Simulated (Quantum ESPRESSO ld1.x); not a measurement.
The numbers below are computed, except where a source is named.
The mean radii <r> (bohr) of the occupied orbitals of an atom or ion are listed with their occupations. Level of theory: scalar-relativistic Kohn-Sham, PBE, spin-unpolarised, spherical densities, point nucleus (ld1.x of Quantum ESPRESSO 7.5).

| orbital | occ. | <r> |
|---|---|---|
| 1s | 2 | 0.01803 |
| 2s | 2 | 0.07620 |
| 2p | 6 | 0.06834 |
| 3s | 2 | 0.1974 |
| 3p | 6 | 0.1979 |
| 3d | 10 | 0.1792 |
| 4s | 2 | 0.4405 |
| 4p | 6 | 0.4686 |
| 4d | 10 | 0.4999 |
| 5s | 2 | 1.033 |
| 5p | 6 | 1.197 |
| 4f | 14 | 0.5796 |
| 5d | 4 | 1.681 |
| 7f | 1 | 14.21 |

Name the element and its charge.

Answer. Z = 75, rhenium, charge +2: Re2+ in [Xe] 4f14 5d4 7f1. The 1s radius gives Z: for a bare nucleus <r> = (2 gamma + 1)/(2Z) with gamma = sqrt(1 - (Z/c)^2), 0.01783 bohr for Z = 75, and screening makes it slightly larger (0.01803 here). The occupations add up to 73, and the charge is Z minus that.
